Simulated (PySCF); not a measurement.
Ne²⁺: excitation energy

Ne²⁺ [He] 2s2 2p4 (3P) → Ne²⁺ [He] 2s1 2p4 3s1 (5P), as a difference of total energies. Calculation: PySCF 2.14, in aug-cc-pCVTZ-DK with one added diffuse shell each of s, p, d, f type (8s7p5d3f, 75 functions); the spin-free X2C one-electron Hamiltonian (Gaussian nucleus). Correlated levels: valence: 1s2 frozen. The calculations carry no spin-orbit coupling.

| method | excitation energy (eV) |
| --- | --- |
| UHF | 60.244 |
| MP2 (valence) | 61.129 |
| SCS-MP2 (valence) | 61.315 |
| CCSD (valence) | 61.139 |
| CCSD(T) (valence) | 60.885 |

Task: How much does correlation contribute at CCSD(T) (valence)?

Result: 60.885 − (60.244) = 0.641 eV, measured against UHF.

The promoted electron is Rydberg-like, and one or two diffuse shells describe it only roughly, which tends to raise the upper state.

The coupled-cluster amplitudes are large for the upper state (T1 above 0.03 or a double amplitude above 0.15), so a single reference is strained.
